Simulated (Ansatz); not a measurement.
Basis-set extrapolation for `OB[NH][AlH2]` (PBE0-D4/def2-TZVP geometry, frozen core, Ansatz 0.2.0). Multiplicity 1, RHF reference.

```
                      def2-TZVPP   def2-QZVPP
                 HF  -399.020344  -399.035520
    MP2 correlation    -0.632608    -0.679797
CCSD(T) correlation    -0.686880      not run
```

Energies in hartree. Use E(X) = E(∞) + A·exp(−7.88·√X) for Hartree–Fock and E(X) = E(∞) + B·X^(−2.97) for correlation, with X = 3 and 4, and add CCSD(T) minus MP2 of the smaller set to the MP2 limit.

Task: What is the CCSD(T) energy at the basis-set limit?

Result: HF limit: -399.035520 + (-0.015176) × 0.13774 = -399.03761. MP2 limit: -0.679797 + (-0.047189) × 0.74074 = -0.71475. Higher-order term: -0.686880 − (-0.632608) = -0.05427. Total: -399.80663 hartree, 62.4 kcal/mol below CCSD(T)/def2-TZVPP.
